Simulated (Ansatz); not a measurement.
Born–Oppenheimer molecular dynamics of C2H7Ga (10 atoms, charge 0, multiplicity 1). It starts from a relaxed structure.

Computed with RKS PBE/def2-SVP (Ansatz).

```
ensemble        : NVT, Langevin thermostat
time step       : 0.5 fs
steps asked     : 150
set temperature : 300 K
friction        : 0.05 /fs
seed            : 301323
```

First frame:

```xyz
10
Properties=species:S:1:pos:R:3
Ga -0.149 -0.004 -0.050
C -0.117 0.108 1.935
H -1.172 -0.008 2.273
H 0.384 -0.823 2.287
C 0.531 1.353 2.550
H 0.513 1.332 3.662
H 1.593 1.461 2.244
H 0.016 2.286 2.236
H 0.513 1.131 -0.947
H -0.842 -1.246 -0.760
```

(1) How far do the bonds stretch over the last three quarters of this one trajectory? (Pairs bonded in most of those frames.)

Answers

(1) 
```json
{"bond": "Ga1–C2", "mean (Å)": "2.000", "spread (Å)": "0.031", "shortest": "1.95", "longest": "2.05"}
{"bond": "Ga1–H9", "mean (Å)": "1.608", "spread (Å)": "0.049", "shortest": "1.52", "longest": "1.69"}
{"bond": "Ga1–H10", "mean (Å)": "1.589", "spread (Å)": "0.024", "shortest": "1.54", "longest": "1.63"}
{"bond": "C2–H3", "mean (Å)": "1.118", "spread (Å)": "0.030", "shortest": "1.07", "longest": "1.18"}
{"bond": "C2–H4", "mean (Å)": "1.112", "spread (Å)": "0.028", "shortest": "1.06", "longest": "1.18"}
{"bond": "C2–C5", "mean (Å)": "1.542", "spread (Å)": "0.039", "shortest": "1.49", "longest": "1.62"}
{"bond": "C5–H6", "mean (Å)": "1.121", "spread (Å)": "0.039", "shortest": "1.05", "longest": "1.19"}
{"bond": "C5–H7", "mean (Å)": "1.109", "spread (Å)": "0.028", "shortest": "1.06", "longest": "1.16"}
{"bond": "C5–H8", "mean (Å)": "1.110", "spread (Å)": "0.018", "shortest": "1.07", "longest": "1.15"}
```

Mean temperature of the second half: 260 K. The mean temperature of the second half is 13 % below the set value. A run of 0.075 ps of so small a system gives no equilibrium averages.

Run time: 3.7 min on 1 thread of Intel(R) Xeon(R) 6975P-C (Granite Rapids) (shared host), peak memory 0.14 GiB.
